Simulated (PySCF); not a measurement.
C₂H₆N, SMILES CC[NH] (connectivity only; charge and spin as stated), charge -1, multiplicity 1.

The structure is a stationary point at PBE-D3(BJ)/def2-SVPD. The multiplicity is an assumed one; other spin states were not compared. The isomer is the one that the SMILES or the coordinates give; other isomers of the formula were not compared. Other conformers were not sampled.

Computed with PySCF with M06-2X/def2-TZVPD.

 A positive occupied level means that this level leaves the electron formally unbound; only the finite basis holds it.

```yaml
total_energy: -134.50184 hartree
highest_occupied_level: 0.10 eV
lowest_empty_level: 4.70 eV
orbital_gap: 4.61 eV
dipole_moment_about_the_centre_of_nuclear_charge: 4.26 D
mean_static_polarisability: 65.4 bohr³ (9.69 Å³)
polarisability_principal_values: 51.4, 63.9, 80.8 bohr³
```
